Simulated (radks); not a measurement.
Results of a calculation; reference values are marked as such.
Polarisability of neutral niobium, [Kr] 4d4 5s1, at imaginary frequency. Code: a radial shooting solver on a logarithmic mesh with Libxc functionals. Model: non-relativistic Kohn-Sham, LB94 model potential, spin-unpolarised, spherical densities, point nucleus; relativity is left out, which matters for an element this heavy. Response by self-consistent Sternheimer equations with the Hartree and adiabatic LDA kernel.

| w (hartree) | alpha1(iw) (bohr^3) |
|---|---|
| 0.00266 | 73.96 |
| 0.0143 | 73.33 |
| 0.0360 | 70.05 |
| 0.0697 | 61.48 |
| 0.118 | 47.95 |
| 0.186 | 33.88 |
| 0.280 | 22.84 |
| 0.413 | 15.18 |
| 0.605 | 9.955 |
| 0.892 | 6.324 |
| 1.35 | 3.755 |
| 2.12 | 1.973 |
| 3.59 | 0.8602 |
| 6.94 | 0.2947 |
| 17.5 | 0.06861 |

Static values: alpha1 = 73.98 bohr^3 (10.96 angstrom^3; uncoupled 128.1). C6 = 746.2, triple-dipole C9 = 37900 atomic units. One-pole (London) frequency 4 C6 / (3 alpha1^2) = 0.182 hartree, against 0.262 for minus the highest occupied eigenvalue. Recommended static value: 98 bohr^3 (Schwerdtfeger and Nagle, 2023 table).

Beside tabulated values, note that spin-unpolarised runs miss the spin-polarisation part of the exchange energy of open shells.
